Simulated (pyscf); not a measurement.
Structures and frequencies: ωB97X-D3(BJ)/def2-SVP in PySCF. Correlated levels are frozen-core, on RHF or UHF. ΔMP2 is the change of the MP2 total energy from the triple- to the quadruple-zeta basis. Singlets are restricted, triplets unrestricted.

Singlet (Å):
```xyz
6

F      2.1774    -1.2997    -0.4630
Si     0.8141    -1.1841    -1.3793
Si    -0.1280     0.5822    -0.0366
H     -1.4709     1.0316    -0.5170
H     -0.2592     0.1105     1.3777
H      0.8006     1.7562    -0.0517
```

Triplet (Å):
```xyz
6

F      1.3902    -2.0017    -1.0633
Si     1.4881    -0.3644    -1.1546
Si    -0.1278     0.8235     0.0336
H     -1.5040     0.5218    -0.4566
H     -0.0524     0.5424     1.4967
H      0.2214     2.2453    -0.2409
```

Task: For these two minima of `[F][Si][SiH3]`, which spin state lies lower at CCSD(T)/def2-TZVPP + ΔMP2(QZVPP), and by how much (electronic energies)?

Result: The singlet, by 25.1 kcal/mol. Zero-point energy shifts E(triplet) − E(singlet) by +0.4 kcal/mol. Other isomers of F–Si:–SiH₃ [singlet] were not searched in full and may lie lower. 

E(triplet) − E(singlet) by level (kcal/mol):

```csv
level,gap
ωB97X-D3(BJ)/def2-TZVP,+25.3
PBE/def2-TZVP,+21.4
r²SCAN/def2-TZVP,+16.2
B3LYP-D3(BJ)/def2-TZVP,+24.4
PBE0-D3(BJ)/def2-TZVP,+19.9
M06-2X/def2-TZVP,+23.8
ωB97M-D3(BJ)/def2-TZVP,+28.9
HF/def2-TZVP,+8.7
MP2/def2-QZVPP,+22.4
CCSD/def2-TZVPP,+23.8
CCSD(T)/def2-TZVPP,+24.4
CCSD(T)/def2-TZVPP + ΔMP2(QZVPP),+25.1
```

The triplet is the lowest one reached from the SCF start used. The CCSD(T) − MP2 part came from Ansatz, without density fitting, on the same reference.
